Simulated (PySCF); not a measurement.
## CuF₃: fields on a plane

These are results of PBE0/[Cu def2-SVP, F def2-SVP], no relativity, density fitting, PySCF, not measurements.

The singlet minimum has Cu–F 1.707 Å (×2), Cu–F 1.719 Å; F–Cu–F 98.3° (×2), F–Cu–F 163.4°.

The plane holds Cu1 at (0.00, 0.00), F2 at (1.71, 0.00), F3 at (-0.25, 1.70), F4 at (-1.64, -0.49) Å. Columns run from x = -3.75 to 4.05 Å, rows from y = 4.05 (top) to -2.55 Å, in steps of 0.3 Å. Other isomers or separated fragments may lie lower.

**Question.** Give the electron localisation function (set to 0 where the density is under 0.005 e/Å³). Lower edges of the bins: '0' 0.000, '1' 0.100, '2' 0.200, '3' 0.300, '4' 0.400, '5' 0.499, '6' 0.599, '7' 0.699, '8' 0.799, '9' 0.899; top 1.00.

**Answer.** 
```
000000000000000000000000000
000000000000000000000000000
000000000000000000000000000
000000000000000000000000000
000000000112221000000000000
000000001345554200000000000
000000013577787410000000000
000000014786388510000000000
000000014782788500000000000
000000002687586200011000000
000000000256642002444200000
000001100000110026776420000
000124553104674057888631000
000247887317225167158631000
000368877615227167148631000
001368694704765058887520000
000257748811110047875310000
000136788730000025543100000
000024566530000012221000000
000002333310000000000000000
000000011000000000000000000
000000000000000000000000000
000000000000000000000000000
```

**Question.** Give the lowest empty orbital (Å^-3/2) at -7.24 eV (cut at ±0.3; overall sign arbitrary). Every second row and column.

**Answer.** 
```
 0.00  0.00  0.00  0.00  0.00  0.00  0.00  0.00  0.00  0.00  0.00  0.00  0.00  0.00
 0.00  0.00  0.00  0.00  0.00 -0.01 -0.02 -0.01  0.00  0.00  0.00  0.00  0.00  0.00
 0.00  0.00  0.00  0.00 -0.03 -0.08 -0.10 -0.05 -0.01  0.00  0.00  0.00  0.00  0.00
 0.00  0.00  0.00 -0.01 -0.05 -0.24 -0.30 -0.09 -0.01  0.00  0.00  0.00  0.00  0.00
 0.00  0.00  0.00 -0.01 -0.01  0.01  0.30  0.09  0.00 -0.01 -0.01  0.00  0.00  0.00
 0.00  0.00 -0.01 -0.02  0.01  0.14  0.29  0.08 -0.03 -0.06 -0.01  0.01  0.00  0.00
 0.00  0.00 -0.01 -0.07 -0.08  0.04 -0.30  0.15 -0.13 -0.30  0.08  0.04  0.01  0.00
 0.00  0.01  0.04 -0.08 -0.30  0.23  0.30  0.30 -0.14  0.20  0.30  0.08  0.01  0.00
 0.00  0.02  0.12  0.30  0.01 -0.08 -0.30 -0.26 -0.07  0.09  0.13  0.05  0.01  0.00
 0.00  0.01  0.07  0.14  0.06 -0.06 -0.13 -0.12 -0.05  0.01  0.03  0.01  0.00  0.00
 0.00  0.00  0.02  0.03  0.01 -0.02 -0.04 -0.04 -0.02 -0.01  0.00  0.00  0.00  0.00
 0.00  0.00  0.00  0.00  0.00 -0.01 -0.01 -0.01 -0.01  0.00  0.00  0.00  0.00  0.00
```
